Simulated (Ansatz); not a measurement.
Species: C6H4S2, SMILES `c1cc2sccc2s1` with one electron removed (charge 1, multiplicity 2).

Give a relaxed geometry from PBE-D3(BJ)/def2-SVP (Ansatz, a first-principles code).

the end point of this relaxation (outside a Z-matrix the atoms follow the SMILES, hydrogens last).
Cartesian coordinates (Å) in one orientation:
```xyz
12

C     -2.237    -0.440    -0.060
C     -1.605     0.830     0.042
C     -0.217     0.678     0.048
S      1.164     1.771     0.146
C      2.237     0.440     0.060
C      1.605    -0.830    -0.042
C      0.217    -0.678    -0.048
S     -1.164    -1.771    -0.146
H     -3.322    -0.621    -0.087
H     -2.164     1.774     0.105
H      3.322     0.621     0.087
H      2.164    -1.774    -0.105
```
